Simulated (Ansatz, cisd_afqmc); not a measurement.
Species: GeF, charge 1, singlet. GeF+ (parent SMILES [F][Ge], singlet).
B3LYP-D3(BJ)/def2-TZVP minimum from Ansatz (an electronic-structure program):
```
F
Ge 1 1.6872
```
Charge +1, spin multiplicity 1.

Total energies in cc-pVDZ, 10 correlated electrons, 15 frozen orbitals. Open shells are spin-unrestricted; no spin-orbit coupling. Correlated methods leave the cores frozen (noble-gas shells, and filled d and f shells in the p block). No relativity. AFQMC/CISD: phaseless, guided by CISD from CCSD amplitudes; bars are statistical, one sigma. Outlying blocks are dropped, and bars are widened where a walk drifts. Over all cases where full CI ran beside it in this data, AFQMC minus full CI had a median of +0.1 mEh and passed +0.4 mEh in a tenth of the cases. The spin of FGe+ (parent SMILES [F][Ge], singlet) was assumed, and the state is the lowest solution found for it.

```json
[
 {"method": "HF", "program": "Ansatz", "energy (Eh)": "-2174.51544", "minus CCSDTQ (mEh)": "266.09"},
 {"method": "MP2", "program": "Ansatz", "energy (Eh)": "-2174.76416", "minus CCSDTQ (mEh)": "17.37"},
 {"method": "CCSD", "program": "Ansatz", "energy (Eh)": "-2174.77400", "minus CCSDTQ (mEh)": "7.53"},
 {"method": "CCSD(T)", "program": "Ansatz", "energy (Eh)": "-2174.78041", "minus CCSDTQ (mEh)": "1.12"},
 {"method": "CCSDT(Q)", "program": "Ansatz", "energy (Eh)": "-2174.78170", "minus CCSDTQ (mEh)": "-0.17"},
 {"method": "CCSDTQ", "program": "Ansatz", "energy (Eh)": "-2174.78154", "minus CCSDTQ (mEh)": "0.00"},
 {"method": "AFQMC/CISD", "program": "cisd_afqmc", "energy (Eh)": "-2174.7818 ± 0.0004", "minus CCSDTQ (mEh)": "-0.3 ± 0.4"}
]
```

Rough core times of Ansatz's runs on a shared machine: CCSD(T) under 20 s, CCSDT(Q) under 20 s, CCSDTQ 2 min.
